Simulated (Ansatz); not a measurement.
Reactions of `[AlH2][O]C[SiH3]`.

Computed with Ansatz on PBE0-D4/def2-TZVP structures; ΔE is electronic, products minus reactants. CCSD(T)/CBS adds triple-zeta CCSD(T) − MP2 to the extrapolated MP2 energy (def2 sets, frozen cores). This one scheme is used for every species. DFT in def2-TZVPP. Triplets are unrestricted, without spin–orbit coupling. def2 core potentials past Kr. For Br, Sn outer-core shells are correlated without core-valence functions, which leaves a few kJ/mol of doubt a bond. Scalar relativity is left out up to krypton. Each species was taken in one conformer, which may not be the lowest.

```tsv
reaction	CCSD(T)/CBS(def2) (eV)
`[AlH2][O]C[SiH3]` → `[AlH2][O][SiH3]` + `[CH2]` (triplet)	2.58
`[AlH2][O]C[SiH3]` + `[OH][Al]([OH])[O][SiH3]` → `[OH][Al]([O][SiH3])[O][SiH3]` + `C[O][AlH2]`	-1.29
`[AlH2][O]C[SiH3]` + `N=[CH][SnH3]` → `[SiH3]/N=[CH]\[SnH3]` + `C[O][AlH2]`	-0.53
`[AlH2][O]C[SiH3]` + `CO[SiH](O)Br` → `CO[SiH](Br)O[SiH3]` + `C[O][AlH2]`	-1.26
`[AlH2][O]C[SiH3]` + `CBr` → `[SiH3]CCBr` + `[OH][AlH2]`	?
```

Task: Fill in the missing values. (Best estimate.)

Result: Computed: `[AlH2][O]C[SiH3]` + `CBr` → `[SiH3]CCBr` + `[OH][AlH2]`: -0.82 eV.

Largest T1 diagnostic: 0.015, for `[SiH3]/N=[CH]\[SnH3]`.
